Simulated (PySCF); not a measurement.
C₅H₅OS₂ (doublet state).
Structure used (GFN2-xTB), in Å, numbered top down from 1:
```
atom  x, y, z in Å
C1     2.7250    0.7515    0.4814
O2     2.0324   -0.1273   -0.2404
C3     0.7178   -0.2005   -0.2316
C4    -0.0379   -1.0901   -0.9683
C5    -1.4141   -0.9429   -0.7575
C6    -1.7226    0.0469    0.1323
S7    -3.3333    0.5307    0.6299
S8    -0.3005    0.8483    0.7435
H9     2.2321    1.4579    1.1223
H10    3.7864    0.6909    0.3717
H11    0.4058   -1.8149   -1.6237
H12   -2.1644   -1.5447   -1.2364
H13   -2.9310    1.3947    1.5591
```

The hyperfine couplings belong to this conformer and change with its torsions.

Identity: `[CH2]OC1=CC=C(S)S1` [radical].

Computed, not measured: PySCF 2.14.0, UKS B3LYP, pcH-1 on C H O S, non-relativistic, mean-field spin-orbit, GIAO. Isolated species at its GFN2-xTB geometry (one conformer only). A GFN2-xTB geometry isn't a minimum of the functional, and hyperfine couplings can be far from their values at a DFT geometry. Stability of the SCF solution: not tested.

The largest Mulliken spin populations are on C1 (+0.90), C4 (+0.12), C6 (+0.10) and O2 (+0.09). No atom but C1 exceeds +0.15. The angles at C1 add up to 360.0°, so it is planar; its axial dipolar tensor and the negative couplings of its protons fit spin in a p orbital normal to that plane.

(1) Test a(H) = Q·ρ(C) for the protons on planar carbons with a spin population beyond ±0.08.

Results:

(1) 
| H | C | ρ(C) | a(H) (G) | a/ρ (G) |
| --- | --- | --- | --- | --- |
| H9 | C1 | +0.899 | -21.48 | -23.9 |
| H10 | C1 | +0.899 | -21.64 | -24.1 |
| H11 | C4 | +0.121 | -2.77 | -22.9 |

A least-squares line through the origin gives Q = -24.0 G with Mulliken populations. In every row coupling and population have opposite signs.

Couplings in gauss use g_iso = 2.0031.
